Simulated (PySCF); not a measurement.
Delta-SCF ions had no search for a lower state. 

Cartesian coordinates (Å):
SMILES: C[C@H]([C@@H](C)[SiH3])C(F)(F)F
```xyz
20

C     -1.2355     1.6647    -0.2394
C     -0.9066     0.2371     0.2136
C      0.5822     0.0658     0.6040
C      0.8490    -1.1456     1.5155
Si     1.8801     0.1090    -0.8029
C     -1.3927    -0.7579    -0.8301
F     -1.1806    -2.0362    -0.4675
F     -0.7757    -0.5791    -2.0198
F     -2.7133    -0.6298    -1.0526
H     -0.9764     2.3780     0.5565
H     -2.3060     1.7731    -0.4631
H     -0.6681     1.9378    -1.1410
H     -1.5145     0.0089     1.1074
H      0.8210     0.9707     1.1914
H      0.7135    -2.0992     0.9866
H      0.1650    -1.1469     2.3814
H      1.8780    -1.1222     1.9078
H      3.2039     0.3307    -0.1477
H      1.9316    -1.1843    -1.5388
H      1.6451     1.2254    -1.7614
```
Charge 0, multiplicity 1.

Question: Give the S1 oscillator strength, HOMO–LUMO gap and vertical ionisation energy (Delta-SCF) at the level PBE-D3(BJ)/def2-TZVP // B3LYP-D3(BJ)/def2-SVP (PySCF 2.14.0).

Answer: 
```yaml
S1 oscillator strength: 0.005
HOMO–LUMO gap: 7.06 eV
vertical ionisation energy (Delta-SCF): 10.00 eV
```
